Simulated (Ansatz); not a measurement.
Basis sets compared for InMe2(OMe) (C3H9InO). The state is a singlet with charge 0. Geometry r2SCAN-D4/def2-SVP. Ansatz on 4 threads of Arm Neoverse V2 on a shared host; times are rough, and most runs start from earlier orbitals.

Cartesian coordinates in Å:
```
C -0.111 1.626 1.373
C 1.424 -2.093 0.921
C -1.200 0.441 -2.066
In 0.349 -0.284 0.470
O -0.444 -0.506 -1.378
H 0.575 2.392 0.979
H 0.004 1.577 2.465
H -1.141 1.920 1.124
H 1.086 -2.527 1.873
H 2.503 -1.890 0.993
H 1.243 -2.806 0.104
H -1.358 1.393 -1.512
H -2.208 0.047 -2.315
H -0.722 0.712 -3.031
```

In the def2 sets In takes a core potential; there is no spin–orbit coupling.

Binding counts from free atoms (C triplet, In doublet, O triplet, H doublet) in the same basis, without a counterpoise term.

```json
{"level": "PBE-D4/def2-SVP", "functions": "127", "energy (Eh)": "-384.6841", "HOMO (eV)": "-5.25", "LUMO (eV)": "-1.39", "binding per atom (eV)": "3.72", "wall time": "1.1 s"}
{"level": "PBE0-D4/def2-SVP", "functions": "127", "energy (Eh)": "-384.7074", "HOMO (eV)": "-6.69", "LUMO (eV)": "-0.69", "binding per atom (eV)": "3.67", "wall time": "1.4 s"}
```

Estimate the rows for PBE-D4/def2-TZVP (with forces), PBE0-D4/def2-TZVP.


| level | functions | energy (Eh) | HOMO (eV) | LUMO (eV) | binding per atom (eV) | wall time |
| --- | --- | --- | --- | --- | --- | --- |
| PBE-D4/def2-TZVP (with forces) | 228 | -384.9231 | -5.43 | -1.50 | 3.72 | 2.4 s |
| PBE0-D4/def2-TZVP | 228 | -384.9402 | -6.85 | -0.80 | 3.66 | 2.9 s |
